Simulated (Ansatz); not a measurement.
The cluster Be2I5⁻. Charge -1, multiplicity 1. Geometry r2SCAN-D4/def2-SVPD.

```xyz
7

Be    0.155   -1.884    0.543
Be   -0.176    1.831   -0.697
I    -0.191   -0.490   -1.418
I    -1.523    3.193   -1.959
I     1.281   -3.832    0.095
I     1.282    2.457    0.934
I    -0.827   -1.275    2.502
```

In the def2 sets I takes a core potential; there is no spin–orbit coupling. B3LYP takes the VWN-RPA correlation. Another isomer (singlet) lies 0.24 eV lower at PBE0-D4/def2-TZVPD; other spin states weren't run for this one.

(1) Estimate the orbital energies around the gap (eV) in Ansatz with PBE-D4/def2-TZVPD, r2SCAN-D4/def2-TZVPD, B3LYP-D4/def2-TZVPD, PBE0-D4/def2-TZVPD.

## Answers

(1) 
```json
{"orbital": "HOMO−5", "PBE-D4/def2-TZVPD": "-3.38", "r2SCAN-D4/def2-TZVPD": "-3.67", "B3LYP-D4/def2-TZVPD": "-4.23", "PBE0-D4/def2-TZVPD": "-4.49"}
{"orbital": "HOMO−4", "PBE-D4/def2-TZVPD": "-3.22", "r2SCAN-D4/def2-TZVPD": "-3.51", "B3LYP-D4/def2-TZVPD": "-4.05", "PBE0-D4/def2-TZVPD": "-4.31"}
{"orbital": "HOMO−3", "PBE-D4/def2-TZVPD": "-3.17", "r2SCAN-D4/def2-TZVPD": "-3.46", "B3LYP-D4/def2-TZVPD": "-4.01", "PBE0-D4/def2-TZVPD": "-4.26"}
{"orbital": "HOMO−2", "PBE-D4/def2-TZVPD": "-3.04", "r2SCAN-D4/def2-TZVPD": "-3.32", "B3LYP-D4/def2-TZVPD": "-3.86", "PBE0-D4/def2-TZVPD": "-4.12"}
{"orbital": "HOMO−1", "PBE-D4/def2-TZVPD": "-2.95", "r2SCAN-D4/def2-TZVPD": "-3.24", "B3LYP-D4/def2-TZVPD": "-3.79", "PBE0-D4/def2-TZVPD": "-4.05"}
{"orbital": "HOMO", "PBE-D4/def2-TZVPD": "-2.83", "r2SCAN-D4/def2-TZVPD": "-3.11", "B3LYP-D4/def2-TZVPD": "-3.66", "PBE0-D4/def2-TZVPD": "-3.92"}
{"orbital": "LUMO", "PBE-D4/def2-TZVPD": "1.28", "r2SCAN-D4/def2-TZVPD": "1.60", "B3LYP-D4/def2-TZVPD": "1.88", "PBE0-D4/def2-TZVPD": "1.98"}
{"orbital": "LUMO+1", "PBE-D4/def2-TZVPD": "1.60", "r2SCAN-D4/def2-TZVPD": "1.93", "B3LYP-D4/def2-TZVPD": "1.96", "PBE0-D4/def2-TZVPD": "2.14"}
{"orbital": "LUMO+2", "PBE-D4/def2-TZVPD": "1.66", "r2SCAN-D4/def2-TZVPD": "2.15", "B3LYP-D4/def2-TZVPD": "2.15", "PBE0-D4/def2-TZVPD": "2.30"}
{"orbital": "LUMO+3", "PBE-D4/def2-TZVPD": "2.03", "r2SCAN-D4/def2-TZVPD": "2.52", "B3LYP-D4/def2-TZVPD": "2.25", "PBE0-D4/def2-TZVPD": "2.40"}
{"orbital": "LUMO+4", "PBE-D4/def2-TZVPD": "2.24", "r2SCAN-D4/def2-TZVPD": "2.70", "B3LYP-D4/def2-TZVPD": "2.38", "PBE0-D4/def2-TZVPD": "2.55"}
{"orbital": "LUMO+5", "PBE-D4/def2-TZVPD": "2.33", "r2SCAN-D4/def2-TZVPD": "2.78", "B3LYP-D4/def2-TZVPD": "2.51", "PBE0-D4/def2-TZVPD": "2.67"}
```
